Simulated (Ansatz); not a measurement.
## A geometry optimisation of CH3CuOS with B3LYP-D3(BJ)/def2-SVP

The starting geometry of this gas-phase singlet was optimised with GFN2-xTB.

| atom | x (Å) | y (Å) | z (Å) |
| --- | --- | --- | --- |
| C | 0.4858 | -0.7431 | 0.0910 |
| Cu | -0.9572 | 1.6377 | 0.1175 |
| O | -0.1770 | 0.1666 | 0.5968 |
| S | -1.9356 | 3.4297 | -0.3898 |
| H | 0.8281 | -1.5667 | 0.7182 |
| H | 0.7552 | -0.7674 | -0.9665 |
| H | -1.6716 | 3.4331 | -1.6854 |

Problem. Where would you expect an optimisation with B3LYP-D3(BJ)/def2-SVP to take it?

Solution. It keeps its bonds.

The energy falls by 0.22 eV over 10 steps:

```json
{"step": "1", "E − E(last) (eV)": "0.219"}
{"step": "2", "E − E(last) (eV)": "0.091"}
{"step": "3", "E − E(last) (eV)": "0.034"}
{"step": "4", "E − E(last) (eV)": "0.017"}
{"step": "5", "E − E(last) (eV)": "0.003"}
{"step": "6", "E − E(last) (eV)": "0.001"}
{"step": "7", "E − E(last) (eV)": "0.000"}
{"step": "8", "E − E(last) (eV)": "0.000"}
{"step": "9", "E − E(last) (eV)": "0.000"}
{"step": "10", "E − E(last) (eV)": "0.000"}
```

Final geometry (Å):

```json
{"atom": "C", "x (Å)": "0.5070", "y (Å)": "-0.7826", "z (Å)": "0.1077"}
{"atom": "Cu", "x (Å)": "-1.0138", "y (Å)": "1.7082", "z (Å)": "0.1287"}
{"atom": "O", "x (Å)": "-0.1482", "y (Å)": "0.0949", "z (Å)": "0.6474"}
{"atom": "S", "x (Å)": "-1.9999", "y (Å)": "3.5290", "z (Å)": "-0.4104"}
{"atom": "H", "x (Å)": "0.8912", "y (Å)": "-1.6353", "z (Å)": "0.7029"}
{"atom": "H", "x (Å)": "0.7397", "y (Å)": "-0.7626", "z (Å)": "-0.9769"}
{"atom": "H", "x (Å)": "-1.6483", "y (Å)": "3.4381", "z (Å)": "-1.7179"}
```

Frequencies at the end are all real (lowest 76 cm⁻¹). Run with Ansatz 0.2.0, 14 s on 2 threads of Intel(R) Xeon(R) 6975P-C (Granite Rapids) (shared host).
